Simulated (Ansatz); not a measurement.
Cost and result up the ladder for the cluster Li3Br4 (the lowest doublet isomer of a short search) (7 atoms). Charge 0, multiplicity 2. Geometry: r2SCAN-D4/def2-SVP.

Cartesian coordinates in Å:
```
Li -0.560 -1.718 -0.225
Li -0.787 1.487 0.695
Li 2.164 0.370 -0.755
Br 1.303 2.385 0.093
Br -2.401 0.017 -0.648
Br -1.317 -0.664 1.987
Br 1.599 -1.877 -1.146
```

Ansatz on 4 threads of Arm Neoverse V1 on a shared host. Times are rough, and most runs start from the orbitals of an earlier one. PBE0-D4/def2-TZVP serves as the yardstick here, not as an exact answer. Differences are given only for rows in sets of like size (and for xTB, whose basis is part of the method), since another set adds its own error. Binding counts from free atoms at the same level (Li doublet, Br doublet; other spins of the atoms weren't run), without zero-point energy or a counterpoise term.

LC-ωPBE has ω = 0.4 bohr⁻¹. Correlated methods freeze 36 core orbitals; core or outer-core shells of Li, Br are correlated, in sets that lack core-valence functions. In the doublet, Br5 and Br6 lie 2.93 Å apart (atoms count from 1), so these atoms are partly bonded to each other. The structure comes from a short search, and lower isomers may exist.

Correlated methods converge slowly with the basis.

| level | functions | binding energy per atom (eV) | difference from PBE0-D4/def2-TZVP (eV) |
| --- | --- | --- | --- |
| PBE0-D4/def2-SVP | 155 | 2.57 | – |
| r2SCAN-D4/def2-TZVP | 234 | 2.56 | 0.05 |
| PBE-D4/def2-SVP | 155 | 2.61 | – |
| RPA@PBE/def2-TZVP | 234 | 2.18 | -0.33 |
| LC-ωPBE/def2-TZVP | 234 | 2.41 | -0.09 |
| MP2/def2-TZVP | 234 | 2.47 | -0.04 |
| PBE-D4/def2-TZVP (with forces) | 234 | 2.53 | 0.03 |
| PBE0-D4/def2-TZVP | 234 | 2.50 | 0.00 |

**Question.** Estimate how long each takes.

**Answer.** PBE-D4/def2-SVP 6 s; PBE0-D4/def2-SVP 9.5 s; PBE-D4/def2-TZVP (with forces) 10 s; LC-ωPBE/def2-TZVP 15 s; RPA@PBE/def2-TZVP 18 s; MP2/def2-TZVP 19 s; PBE0-D4/def2-TZVP 19 s; r2SCAN-D4/def2-TZVP 22 s. On shared hardware such times vary by a factor of up to 3.
